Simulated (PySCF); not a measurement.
Species: C2H10AsGa.
Bonds: C1–C2, C2–As3, As3–Ga4. Hydrogens: H5, H6, H7 on C1; H8, H9 on C2; H10, H11 on As3; H12, H13, H14 on Ga4.

Method: PBE0-D3(BJ)/def2-SVP geometry optimisation, gas phase (PySCF 2.14.0).

How far are the bound atoms from Ga4?

4 atoms: H14 1.577 Å, H12 1.581 Å, H13 1.581 Å, As3 2.593 Å. The nearest atom not counted as bound is H11, at 3.58 Å (others tie with it).

List the angles at Ga4.

| angle | degrees | distance of the outer atoms (Å) |
| --- | --- | --- |
| H12–Ga4–H14 | 118.7 | 2.72 |
| H13–Ga4–H14 | 118.6 | 2.72 |
| H12–Ga4–H13 | 117.9 | 2.71 |
| As3–Ga4–H14 | 99.3 | 3.24 |
| As3–Ga4–H13 | 96.4 | 3.18 |
| As3–Ga4–H12 | 96.3 | 3.18 |

Describe the arrangement about Ga4 in numbers.

Angles from 96.3° to 118.7°; τ4 = (360° − α − β)/141° = 0.87 with α and β the two widest (0 for a square, 1 for a tetrahedron).

What are the other bond lengths?

C1–C2 1.518 Å; C2–As3 1.953 Å; C1–H5, C1–H6, C1–H7 1.101 Å; C2–H8, C2–H9 1.102 Å; As3–H10, As3–H11 1.514 Å.

Give some angles away from the centre.

C1–C2–As3 115.3°, C2–As3–Ga4 117.0°.

What are the rotational constants (commonest isotopes, rigid rotor)?

A = 8683, B = 955.0, C = 889.0 MHz: a near-prolate asymmetric top.

Point group: Cs (every atom within 0.08 Å of its image). Charge 0, singlet. No PBE0-D3(BJ)/def2-SVP frequencies stand behind this structure, so it isn't proved a minimum.

Hardware: one thread of an Arm Neoverse N1, no GPU, shared host. Cost: 2.6 min of wall time, 0.54 GiB resident at most. This is the geometry optimisation.

The values belong to the conformer `[CH3:1][CH2:2][AsH2+:3][GaH3-:4]`: C1–C2–As3–Ga4 -179°.
